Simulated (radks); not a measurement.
Problem. The terbium ion Tb+, configuration [Xe] 4f9 6s1. All-electron calculation, scalar-relativistic Kohn-Sham, BLYP, spin-unpolarised, spherical densities, finite nucleus; Fermi nuclear charge, rms radius 5.06 fm. Program: a radial shooting solver on a logarithmic mesh with Libxc functionals. Some entries of the table are withheld. Estimate them.

orbital  occ.  eigenvalue (hartree)  r(max) (bohr)  <r> (bohr)
1s          2             -1905.974        0.01364     0.02151
2s          2             -316.1540        0.07750     0.09150
2p          6             -280.9982        0.06279     0.08088
3s          2             -70.28884         0.2198      0.2394
3p          6             -59.44514         0.2158         (1)
3d         10             -45.30516         0.1764         (2)
4s          2             -14.09548         0.5046      0.5415
4p          6             -10.52507         0.5268      0.5737
4d         10              -5.62363         0.5466      0.6239
5s          2              -1.97364          1.181       1.326
5p          6              -1.14044          1.348       1.572
4f          9              -0.33831         0.5550      0.9042
6s          1              -0.32286          3.264       3.743

Solution. 
(1) 3p <r> (bohr): 0.2381
(2) 3d <r> (bohr): 0.2165
